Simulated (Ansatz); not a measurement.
Consider the redistribution: `[CH3][In]([F])[O][SiH3]` + `O[SiH](F)I` → `[F][In]([F])[O][SiH3]` + `C[SiH](O)I`.

Calculated with Ansatz (gas phase, PBE0-D4/def2-TZVP geometries, no zero-point term in ΔE). CCSD(T)/CBS is the MP2 limit (def2-TZVPP, def2-QZVPP) plus CCSD(T) − MP2 in def2-TZVPP, frozen cores. Functionals use def2-TZVPP. Elements past krypton have def2 core potentials. For I, In outer-core shells are correlated without core-valence functions, which leaves a few kJ/mol of doubt a bond. One conformer a species, not always the lowest.

```
    level  ΔE (kJ/mol)
r2SCAN-D4        103.4
      PBE         98.5
```

Q: What does CCSD(T)/CBS give? (An estimate is asked.)

A: Ansatz gave: +106.3 kJ/mol. The listed levels differ from it by -2.9, -7.8 kJ/mol.

Largest T1 diagnostic among the species: 0.017.

In def2-TZVPP, CCSD(T) changes the Hartree–Fock value by +5.4 kJ/mol (the triples alone add −1.5 kJ/mol) and MP2 by +8.8 kJ/mol. From PBE to PBE0 (25 % exact exchange), in def2-TZVPP and without D4, ΔE moves by +4.3 kJ/mol.
